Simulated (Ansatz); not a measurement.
Input for Ansatz (a first-principles code): R-PBE/def2-TZVPP on NaB, 2S+1 = 1, a spin state set in the input, which need not be the lowest, a point of a bond scan (R = 2.713 Å).

Ansatz 0.2 input:
```yaml
crystal:
  periodic: [false, false, false]
  atoms:
    - {symbol: B, position_ang: [0.00000000, 0.00000000, 0.00000000]}
    - {symbol: Na, position_ang: [0.00000000, 0.00000000, 2.71268500]}
basis:
  gaussian:
    orbitals: def2-TZVPP
    pivot_positions_ang: [[0.00000000, 0.00000000, 0.00000000], [0.00000000, 0.00000000, 2.71268500]]
hamiltonian:
  xc: {name: PBE}
output: {forces: true, orbitals: {seedname: ./end}}
```

Output:

```
WARN ansatz: RAYON_NUM_THREADS=2 ignored (pool sized by the plan → 2); use --threads N
Functional definition: PBE
integrals: 0.01 GiB planned
446 factors; their error is unknown
mean field: 0.12 GiB planned
mean field evaluation 1: about -5080.5876 eV, gradient 1.9e1 eV
mean field evaluation 2: about -5069.6290 eV, gradient 3.5e1 eV
mean field evaluation 4: about -5082.8476 eV, gradient 5.4e0 eV
mean field evaluation 8: about -5083.0705 eV, gradient 1.3e-1 eV
mean field evaluation 16: about -5083.0637 eV, gradient 1.6e-4 eV
mean field evaluation 32: about -5080.7420 eV, gradient 9.8e0 eV
mean field -5083.06373609 eV, -186.7991468770 hartree, gradient 4.2e-6 eV, S^2 0.000000; 4 other end points of the search recorded, 0 dependent functions left out
the calculation of the forces begins
reference -5083.06377384 eV, -186.7991482641 hartree; 8, 8 occupied and 55, 55 virtual orbitals, 446 factors
Total energy: -5083.06377384 eV, -186.7991482641 hartree
Atom 0 at     0.000000     0.000000     0.000000 Å, force     0.000000    -0.000000    -0.020468 eV/Å
Atom 1 at     0.000000     0.000000     2.712685 Å, force    -0.000000     0.000000     0.020468 eV/Å
Dipole moment:    -0.000000    -0.000000     0.732592 e Å
```

The calculation finished and met its thresholds.

Cost: around 1.6 core-seconds (rough).
